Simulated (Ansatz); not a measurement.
H$_{4}$Se$_{4}$Ti (`[SeH][Ti]([SeH])([SeH])[SeH]`), 9 atoms. The species carries charge 0 and has multiplicity 1. Correlated methods include outer-core shells of Se, Ti, which these sets cover unevenly. Scalar relativity is left out up to krypton. Hardware: A = 2 threads of an AMD EPYC 7R13 on a shared host and a share of an NVIDIA H100 80 GB; B = 2 threads of an AMD EPYC 7R13 on a shared host. Correlated methods freeze the cores.

**Question.** How many basis functions does each run have, and how long does it take in Ansatz? RHF-CCSD(T)/def2-SVP energy [A]; direct RPA on PBE orbitals/def2-TZVPP energy [A]; RKS r2SCANh-D4/def2-TZVPP energy [A]; RKS PBE-QIDH (frozen core)/def2-TZVPP energy [A]; RKS PBE0-D4/def2-SVP energy [B]; RKS PBE0-D4/def2-QZVPP energy [A]; RHF-CCSD(T)/def2-TZVPP energy [A]; RKS PBE0-D4/def2-TZVP relaxation (6 steps) [A]; RHF-MP2/def2-QZVPP energy [A]; RKS PBE-D4/def2-TZVPP energy and forces [A]; RKS PBE0-D4/def2-TZVP frequencies [A]; RKS ωB97M-V/def2-QZVPP energy [A]. (Estimate.)

**Answer.** The calculation gave: Other jobs shared the machine, so times are rough.

```tsv
level	job	functions	wall time	peak host memory (GiB)
RKS PBE-D4/def2-TZVPP	energy and forces [A]	312	5.5 s	0.85
RKS r2SCANh-D4/def2-TZVPP	energy [A]	312	7.5 s	0.9
RKS PBE0-D4/def2-QZVPP	energy [A]	569	9 s	1.2
RKS PBE0-D4/def2-SVP	energy [B]	179	9 s	0.74
direct RPA on PBE orbitals/def2-TZVPP	energy [A]	312	9.5 s	1.4
RKS PBE-QIDH (frozen core)/def2-TZVPP	energy [A]	312	13 s	1.4
RHF-MP2/def2-QZVPP	energy [A]	569	14 s	1.2
RKS PBE0-D4/def2-TZVP	relaxation (6 steps) [A]	261	17 s	1.1
RKS ωB97M-V/def2-QZVPP	energy [A]	569	19 s	1.3
RHF-CCSD(T)/def2-SVP	energy [A]	179	20 s	0.8
RHF-CCSD(T)/def2-TZVPP	energy [A]	312	35 s	0.86
RKS PBE0-D4/def2-TZVP	frequencies [A]	261	2 min	1.1
```
